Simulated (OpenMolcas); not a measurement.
## Lines of B II: computed and rescaled rates

```json
{
 "Program": "OpenMolcas",
 "Method": "CASSCF",
 "Basis": "ANO-RCC-VTZP [4s3p2d1f]",
 "Scalar Hamiltonian": "DKH2, point nucleus",
 "Active space": "2 electrons in 4 orbitals (2s 2p)",
 "State averaging": "2S+1 = 3 even, 3 roots; 2S+1 = 1 even, 7 roots kept (CI in the orbitals of an earlier block); 2S+1 = 3 odd, 3 roots; 2S+1 = 1 odd, 3 roots kept (CI in the orbitals of an earlier block)",
 "Spin-orbit coupling": "RASSI with atomic mean-field integrals over the reference wave functions, term energies averaged over their components"
}
```

Rates come from the transition moments of the reference wave functions (E1 and E2 in the length form). At fixed line strength A goes as λ^-3 for E1 and M1 and as λ^-5 for E2, so a rate at the computed wavelength can be rescaled to the measured one. Measured vacuum wavelengths follow from level energies in NIST Handbook of Basic Atomic Spectroscopic Data. Branching counts decays inside the model space alone, at computed energies, and the table is only a selection of the E1 lines, drawn from those between levels with measured partners whose computed energy lies within a factor of 1.5 of the measured one.

```csv
Upper,Lower,Type,λ computed (nm),λ measured (nm),A computed (s-1),A rescaled (s-1),Branching %
2p² ¹D₂,2s 2p ¹P°₁,E1,360.2,345.2,9.01e+07,1.02e+08,100.0
2s 2p ³P°₁,2s² ¹S₀,E1,276.8,267.8,4.32e+00,,100.0
2p² ¹S₀,2s 2p ¹P°₁,E1,172.5,184.3,1.77e+09,1.45e+09,100.0
2p² ³P₁,2s 2p ³P°₂,E1,159.5,162.4,4.32e+08,4.09e+08,41.6
2p² ³P₀,2s 2p ³P°₁,E1,159.5,162.4,1.04e+09,9.85e+08,100.0
2p² ³P₂,2s 2p ³P°₂,E1,159.5,162.4,7.79e+08,7.38e+08,75.0
2p² ³P₁,2s 2p ³P°₁,E1,159.5,162.4,2.60e+08,2.46e+08,25.0
2p² ³P₁,2s 2p ³P°₀,E1,159.5,162.4,3.46e+08,3.28e+08,33.4
2p² ³P₂,2s 2p ³P°₁,E1,159.4,162.4,2.60e+08,2.46e+08,25.0
2s 2p ¹P°₁,2s² ¹S₀,E1,119.8,136.2,1.65e+09,1.12e+09,100.0
```

Spin-changing lines and M1 lines between different terms are not rescaled, since their strength hangs on the term gaps too.

The largest correction is for 2s 2p ¹P°₁ → 2s² ¹S₀ (E1): 1.65e+09 × (119.8 / 136.2)^3 = 1.12e+09 s-1, a factor of 0.68.

No measured rate stands beside these. Rescaling mends the energy factor alone: line strengths can still be far off where a level mixes with configurations outside the active space, and weak or spin-changing lines hang on small mixing coefficients that depend on the term gaps too, so rescaling need not improve them.

Without dynamic correlation excited terms often stand tens of per cent too high (terms of higher spin than the ground term too low), and those without a measured partner can miss by more than the paired ones. Terms from blocks run as CI alone lack orbitals of their own. Computed and measured levels are paired by configuration, term and J; levels that our copy of the source lacks, or whose pairing is in doubt (as where it misses far off the trend of its configuration), stay unpaired. Levels of configurations outside the active space are missing.

° marks odd parity.
